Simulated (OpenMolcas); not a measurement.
# Tc4+: moving or changing the point charges

Tc4+ among 6 point charges of -1 e arranged as an octahedron (Oh), 1.79 Å from the ion.
```
   1.7900    0.0000    0.0000  -1.00
   0.0000    1.7900    0.0000  -1.00
  -1.7900    0.0000    0.0000  -1.00
   0.0000   -1.7900    0.0000  -1.00
   0.0000    0.0000    1.7900  -1.00
   0.0000    0.0000   -1.7900  -1.00
```

```yaml
Program: OpenMolcas 26.06
Method: CASSCF
Basis: ANO-RCC-VTZP [7s6p4d2f1g]
Scalar_Hamiltonian: DKH2, point nucleus
Active_space: 3 electrons in 5 orbitals (4d)
State_averaging: 2S+1 = 4 even, 10 roots; 2S+1 = 2 even, 40 roots
Spin-orbit_coupling: state interaction with AMFI integrals over the reference wave functions
```

Runs around this geometry, states (labels of O, the rotations of Oh). Energies in cm-1 above the lowest state or level, χT in cm3 K/mol; 10Dq and B are least-squares fits to the states below 45000 cm-1, weighted by degeneracy, with a free offset, and given where the rms deviation is under 5 % of |10Dq| (or 100 cm-1) and under 700 cm-1.

```
R (Å)  q (e)  Ground state  First state of that spin   10Dq  B (rms of fit)  First gap with spin-orbit (degeneracies)  χT at 300 K  First state of another spin
 1.79   -0.5           4A2                  4T2 3967   4090        901 (63)                               3856 (4, 4)        0.894                     2E 16426
 1.62     -1           4A2                 4T2 12357  12744       884 (164)                              12076 (4, 2)        1.497                     2E 16905
 1.79     -1           4A2                  4T2 7863   8117       899 (110)                               7652 (4, 2)        1.302                     2E 16788
 1.89     -1           4A2                  4T2 6099   6296        900 (91)                               5941 (4, 2)        1.164                     2E 16676
```

Taking |10Dq| as R^-n, n = -ln(6296 / 12744) / ln(1.89 / 1.62) = 4.6 between the shortest and longest distance. The point-charge formula for a cubic d site gives n = 5.

Scaling the charges by -0.5 / -1 = 0.50 scales |10Dq| by 4090 / 8117 = 0.50; with fixed orbitals a first-order splitting would follow the charge.

Without dynamic correlation the repulsion within the d shell is too large (B by tens of per cent), so at a given field states of lower spin stand too high. This field is weak: 10Dq is about 4090 cm-1, while octahedral complexes of 4d ions of charge 3 and more, computed by the same method with explicit ligands, had a median near 25000 cm-1. Ground spin and moment need not be those of a real site (figures for R = 1.79, q = -0.5; the like holds for R = 1.62, q = -1, R = 1.79, q = -1, R = 1.89, q = -1). Point charges carry no covalency, so the field is a model and not that of real ligands. No measured value stands beside these numbers.
